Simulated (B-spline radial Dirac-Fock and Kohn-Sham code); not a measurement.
**Electron momentum distribution of Ta⁵¹⁺: Compton profiles**

System: the Ta⁵¹⁺ ion, [Ar] 3d4.

The computed values come from a radial finite-basis atomic code: the impulse approximation on Dirac-Fock orbitals of the configuration average with a finite nucleus. pz is in atomic units of momentum; subshell profiles are per electron, for a selection of subshells; open shells are spread over both j values by their weights.

```
 pz   J total   J 3s1/2   J 3p3/2   J 3d5/2
  4    0.6838    0.0482    0.0447    0.0308
  5    0.6459    0.0379    0.0423    0.0306
  7    0.5550    0.0207    0.0345    0.0297
 10    0.4124   0.00844    0.0197    0.0261
 15    0.2417   0.00644   0.00479    0.0156
 20    0.1523   0.00460   0.00226   0.00723
 30   0.06859  0.000764   0.00181   0.00120
 40   0.03373  0.000223  0.000836  0.000209
 60   0.01087  0.000178  0.000132  1.08e-05
100  0.002128  4.42e-05  6.36e-06    < 1e-6
```

Problem. What is the peak value J(0), and which subshell contributes most to it?

Solution. J(0) = 0.7552. The 3p3/2 subshell gives the largest part, 25 %.

Mean momentum ⟨p⟩ by subshell (a.u.): 1s1/2 75.5, 2s1/2 27.2, 2p1/2 35.8, 2p3/2 31.9, 3s1/2 14.7, 3p1/2 17.4, 3p3/2 16.3, 3d3/2 19.4, 3d5/2 19.0.
